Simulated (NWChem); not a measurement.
# SiH2O2Cl2; SMILES O[Si](O)(Cl)Cl

```xyz
7

O     -0.1008     1.3737    -1.2301
Si     0.0000     0.0000    -0.3394
O      0.1008    -1.3737    -1.2301
Cl    -1.6837    -0.0177     0.8174
Cl     1.6837     0.0177     0.8174
H      0.7013     1.6608    -1.6787
H     -0.7013    -1.6608    -1.6787
```
Atoms are numbered in this order, from 1.

All runs: NWChem. Coordinates come from a PBE0/def2-SVP optimisation. Level B3LYP/def2-SVP: energy and gradient on several grids; changes count from the extra-fine grid, which is no exact limit either.

Task: Which is the coarsest grid (fine; xcoarse; coarse; medium; xfine) from which on the energy stays within 100 μHa and each gradient component within 200 μHa/bohr of xfine?

Result: coarse.
```csv
grid,size of the energy change (μHa),largest change of a gradient component (μHa/bohr)
xcoarse,1000,3000
coarse,10,40
medium,< 10,< 30
fine,< 10,< 30
xfine,< 10,< 30
```
